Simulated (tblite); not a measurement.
Compound: C9H11N.
Geometry (GFN2-xTB, Å), atoms numbered from 1 in this order:
```
atom  x, y, z in Å
C1    -0.0355    0.7437    0.5503
C2     1.1196    0.2438    0.1300
C3     1.5760   -0.8431   -0.8047
C4     3.0333   -0.4716   -0.4728
C5     2.5314    0.6287    0.4804
N6    -1.3165    0.3492    0.1925
C7    -1.6833   -0.6445   -0.6693
C8    -3.0469   -0.6923   -0.7275
C9    -3.5373    0.3128    0.1340
C10   -2.4515    0.9322    0.6813
H11   -0.0237    1.5625    1.2601
H12    1.2944   -0.6942   -1.8477
H13    1.2855   -1.8503   -0.5034
H14    3.6048   -0.1012   -1.3205
H15    3.5973   -1.2632    0.0146
H16    2.8080    1.6438    0.1967
H17    2.7912    0.4823    1.5286
H18   -0.9570   -1.2432   -1.1769
H19   -3.6341   -1.3672   -1.3189
H20   -4.5667    0.5451    0.3230
H21   -2.3980    1.7438    1.3809
```

Computed with GFN2-xTB (tblite): harmonic, unscaled wavenumbers at the GFN2-xTB geometry, gas phase. The method is semi-empirical: single wavenumbers can be off by several per cent or more. One conformer, not necessarily the lowest.

Harmonic wavenumbers (cm⁻¹): 33.4, 104.5, 115.8, 131.9, 289.6, 295.3, 384.7, 400.2, 578.9, 587.5, 735.0, 749.2, 749.2, 765.6, 767.9, 783.6, 817.4, 837.0, 839.2, 862.3, 923.4, 989.0, 1023.3, 1035.8, 1053.2, 1055.6, 1086.7, 1095.5, 1111.6, 1142.5, 1175.9, 1182.5, 1205.2, 1234.7, 1238.9, 1257.0, 1296.2, 1346.8, 1399.1, 1426.1, 1453.5, 1456.8, 1484.2, 1486.0, 1557.1, 1758.8, 2966.0, 2975.0, 2984.1, 2995.3, 3020.9, 3027.5, 3048.0, 3152.3, 3159.3, 3171.8, 3203.9.

A = 4463, B = 720.8, C = 627.9 MHz; mass 133.089 u (most abundant isotopes); point group Cs, symmetry number 1.

**Question.** Zero-point energy?

**Answer.** ½Σν̃ = 38504 cm⁻¹ = 460.61 kJ/mol.

**Question.** What is S at 400 K and 1 bar for an ideal gas of classical rigid rotors and harmonic oscillators?

**Answer.** Translation 175.96, rotation 126.90, vibration 143.91: S = 446.8 J/(mol K).

**Question.** And Cp and H(400 K) − H(0)?

**Answer.** Cp = 204.60 J/(mol K), of which vibrations give 171.34 (their classical limit is 57 R = 473.9); H(400 K) − H(0) = 44.11 kJ/mol without the zero-point energy, 30.80 from vibrations.

**Question.** Blend soft modes into free rotors: weight 1/[1 + (100 cm⁻¹/ν̃)⁴] for the oscillator and the rest for a rotor with moment μB/(μ + B), μ = h/(8π²ν), B = 10⁻⁴⁴ kg m². What vibrational entropy results?

**Answer.** 132.48 J/(mol K) in place of 143.91, which changes −T·S at 400 K by +4.57 kJ/mol.

**Question.** What must be added to the electronic energy to get the Gibbs energy at 400 K and 1 bar?

**Answer.** ZPE + [H(400 K) − H(0)] − T·S = 460.61 + 44.11 − 178.71 = 326.01 kJ/mol.

**Question.** How do the functions run with temperature in this model?

**Answer.** 
```
 T (K)  S (J/(mol K))  Cp (J/(mol K))  H − H(0) (kJ/mol)  G − H(0) (kJ/mol)  ln q(vib)
    50          246.7            51.7               2.06             -10.27       0.59
   100          287.8            68.0               5.08             -23.70       1.62
298.15          394.7           151.8              25.92             -91.75       5.76
373.15          433.0           191.2              38.79            -122.79       7.43
   500          497.4           249.4              66.88            -181.82      10.42
   750          614.8           328.2             139.91            -321.17      16.56
  1000          716.4           377.6             228.57            -487.88      22.59
```

q(vib) and H(0) count from the zero-point level.

Hindered rotation and anharmonicity are outside this model. Other conformers, if any are populated, would add a mixing term that is left out.
